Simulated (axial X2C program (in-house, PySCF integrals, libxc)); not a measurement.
**Potential curves of NiGe, with spin–orbit coupling**

Calculated with an axial X2C code built on PySCF integrals. Two-component (2c) means X2C with spin–orbit coupling and atomic mean-field two-electron Coulomb and Gaunt terms. Basis: Ge dyall-cv3z [9s9p7d4f1g], Ni dyall-cv3z [9s9p6d3f2g] (cores contracted in-house); Gaussian nuclei, density fitting, unrestricted open shells. Masses: Ge 73.921 u, Ni 57.935 u.

State: Ω = 3 (⟨Sz⟩ = 0.00, ⟨Lz⟩ = 3.00 at PBE0). Energies in eV from the lowest point of each curve. Fits are polynomials in 1 − R0/R over 0.85 to 1.23 times the lowest point R0.

```json
{"R (Å)": "1.9679", "PBE0": "0.5872"}
{"R (Å)": "2.0584", "PBE0": "0.2389"}
{"R (Å)": "2.1263", "PBE0": "0.0928"}
{"R (Å)": "2.1941", "PBE0": "0.0192"}
{"R (Å)": "2.2620", "PBE0": "0.0000"}
{"R (Å)": "2.3412", "PBE0": "0.0284"}
{"R (Å)": "2.4203", "PBE0": "0.0960"}
{"R (Å)": "2.5221", "PBE0": "0.2213"}
{"R (Å)": "2.6465", "PBE0": "0.4091"}
```

One determinant describes the state; a PBE0 search over occupations chose it and may have missed a lower one. Density functionals use the spin component along the axis (collinear). PBE0 can misorder states that lie within some tenths of an eV, so this need not be the ground state of the molecule. The nearest other spin-free determinant of the search, M_S = 1, Λ = 1, lies 0.013 eV up at the distance of the search. The functionals have no current-density term, which raises determinants with orbital currents, atoms included. With several unpaired electrons one determinant need not be a pure state. A state of lower Ω lies just above, and one determinant can place such states too high, so the state shown need not be the lowest. The search has Ω = 2 only 0.01 eV up. The determinant is spin-polarised beyond a pure state at some levels (its spin-free form has ⟨S²⟩ too high), which makes Re and μ there less reliable.

Fit the PBE0 curve near its minimum: give the equilibrium distance and the harmonic wavenumber.

At PBE0, 2c: Re = 2.257 Å, ωe ≈ 275 cm⁻¹; Be follows as 0.102 cm⁻¹.
